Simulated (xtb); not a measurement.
Be(OMe)(SH) (CH4BeOS), SMILES [Be]([O]C)[SH]. All values are semi-empirical tight-binding results from xtb (GFN2-xTB unless named), good for trends rather than for accurate numbers. The structure is a stationary point at GFN2-xTB. Other conformers were not sampled.

Optimised geometry:

Bonds (Å): Be1–O2 1.362, Be1–S7 1.930, O2–C3 1.379, C3–H4 1.094, C3–H5 1.093, C3–H6 1.094, S7–H8 1.317. Angles (°): O2–Be1–S7 177.6, Be1–O2–C3 179.8, O2–C3–H4 109.9, O2–C3–H5 109.8, O2–C3–H6 109.8, H4–C3–H5 109.1, H4–C3–H6 109.1, H5–C3–H6 109.1, Be1–S7–H8 99.7.

For metal compounds this method's bond lengths and energies can be far off.

The orbital gap is 5.29 eV and the zero-point energy is 31.8 kcal/mol. The G − E(el) at 298.15 K (modified RRHO) comes out as 13.0 kcal/mol.

Problem. Give the atomic charges and the Wiberg bond orders between heavy atoms. (Estimate from the structure and the level; the computed values follow.)

Solution. charges (e) Be1 0.63, O2 -0.44, C3 0.06, H4 0.04, H5 0.05, H6 0.04, S7 -0.56, H8 0.17. Bond orders Be1–O2 1.23, O2–C3 1.00, Be1–S7 0.93.
